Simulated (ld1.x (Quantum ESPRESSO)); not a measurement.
# What one change does to a pseudopotential (tellurium (Te), TM)

```json
{
  "Element": "Te",
  "Generator": "ld1.x (Quantum ESPRESSO) 7.5",
  "Type": "norm-conserving Troullier–Martins (Kleinman–Bylander form)",
  "Functional": "PBEsol",
  "Relativity": "scalar-relativistic",
  "Frozen core": "[Kr]",
  "Valence charge": "16",
  "Reference configuration": "4d10 5s2 5p4",
  "Partial waves": "5s (bound): rc 1.50 bohr; 5p (bound): rc 2.25 bohr; 4d (bound): rc 1.05 bohr",
  "Local potential": "all-electron potential smoothed inside 1.85 bohr (lloc = -1)",
  "Core correction": "a·sin(br)/r model core, default radius (core density twice the valence density)"
}
```

All-electron outer shells of the reference configuration (PBEsol, scalar-relativistic, ld1.x):

| shell | level (eV) | outermost node (bohr) | outermost maximum (bohr) |
| --- | --- | --- | --- |
| 4s | -164.15 | 0.38 | 0.70 |
| 4p | -114.23 | 0.38 | 0.74 |
| 4d | -41.59 | 0.36 | 0.81 |
| 5s | -15.15 | 0.91 | 1.80 |
| 5p | -5.97 | 1.00 | 2.17 |

Change: wave 5p (bound): rc 2.25 bohr becomes 5p (bound): rc 3.02 bohr.

Cutoffs: the cutoffs (Ry, on a coarse ladder) from which the occupation-weighted sum of valence levels, in a spherical-Bessel basis at the reference potential, stays within 10 and 1 mRy of its value at 400 Ry; they do not see the model core or the augmentation charge, which bear on the density cutoff. Errors are all-electron minus pseudo energies relative to the spin-unpolarised reference configuration.

Problem. What does the change do?

Solution. The potential gets neither clearly harder nor softer (120 Ry and 200 Ry → 120 Ry and 200 Ry); both files keep a bound ghost (s); of the 7 tests that both files solve, the error grows in 2 and shrinks in 2 by more than 15 % and 0.3 meV (median size 2.8 → 11.5 meV).

```csv
quantity,base,changed
"cutoff, loose",120 Ry,120 Ry
"cutoff, tight",200 Ry,200 Ry
loose cutoff by channel (10 mRy a level),"s 35 Ry, p 10 Ry, d 100 Ry","s 35 Ry, p 6 Ry, d 100 Ry"
bound ghosts,s,s
"error for 4d10 5s2 5p3, meV [ΔE 9.75 eV]",+2.8,+3.1
"error for 4d10 5s2 5p2, meV [ΔE 27.72 eV]",+22,+16
"error for 4d10 5s2 5p1, meV [ΔE 54.68 eV]",+71,+29
"error for 4d10 5s2 5p3.5, meV [ΔE 3.91 eV]",+0.1,+0.3
"error for 4d10 5s1 5p4, meV [ΔE 19.63 eV]",+13,+33
"error for 4d10 5s1 5p5, meV [ΔE 9.29 eV]",-0.8,+11
"error for 4d10 5s2 5p4.3, meV [ΔE -1.47 eV]",+0.6,+0.7
```

 A true bound ghost makes a file unfit for plane-wave use even where its test errors are small: the radial tests pick states by their node count and pass the ghost by.
